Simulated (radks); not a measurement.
The numbers below are computed, except where a source is named.
All-electron atom: Pd1.5+ in [Ar] 3d10 4s2 4d(up 4.5, down 4.5) 4p(up 3, down 2.5) (fractional occupations, a model configuration).

Level of theory: scalar-relativistic Kohn-Sham, r2SCAN, spin-polarised, spherical densities, finite nucleus; meta-GGA in the generalised Kohn-Sham scheme; Fermi nuclear charge, rms radius 4.5318 fm (a radial shooting solver on a logarithmic mesh with Libxc functionals).

Energy parts (eV):
part                       energy
total                 -137279.369
kinetic                142395.369
electron-nucleus      -330904.730
Hartree                 55142.318
exchange-correlation    -3912.325

Orbitals (lengths in bohr, moments of r in powers of bohr; r(max) is where P^2 peaks):
\begin{tabular}{lrrrr}
orbital & occ. & eigenvalue (eV) & r(max) & <r> \\ \hline
1s up & 1 & -24234.37 & 0.02066 & 0.03186 \\
1s down & 1 & -24234.20 & 0.02066 & 0.03186 \\
2s up & 1 & -3568.564 & 0.1167 & 0.1383 \\
2s down & 1 & -3568.503 & 0.1167 & 0.1383 \\
2p up & 3 & -3198.678 & 0.09342 & 0.1206 \\
2p down & 3 & -3198.536 & 0.09342 & 0.1206 \\
3s up & 1 & -665.0441 & 0.3412 & 0.3784 \\
3s down & 1 & -664.9407 & 0.3413 & 0.3784 \\
3p up & 3 & -542.4272 & 0.3347 & 0.3781 \\
3p down & 3 & -542.2895 & 0.3347 & 0.3781 \\
3d up & 5 & -348.1420 & 0.2830 & 0.3576 \\
3d down & 5 & -347.9786 & 0.2830 & 0.3575 \\
4s up & 1 & -106.9238 & 0.8522 & 0.9458 \\
4s down & 1 & -106.0959 & 0.8525 & 0.9470 \\
4p up & 3 & -71.7023 & 0.9090 & 1.036 \\
4p down & 2.5 & -70.9521 & 0.9097 & 1.039 \\
4d up & 4.5 & -21.5845 & 1.074 & 1.387 \\
4d down & 4.5 & -21.0942 & 1.078 & 1.400 \\
\end{tabular}

The highest occupied level is 4d down at -21.094 eV. The electron density at the nucleus is 1.359e+05 e/bohr^3 (large components only). Spin moment in Bohr magnetons: 0.5.
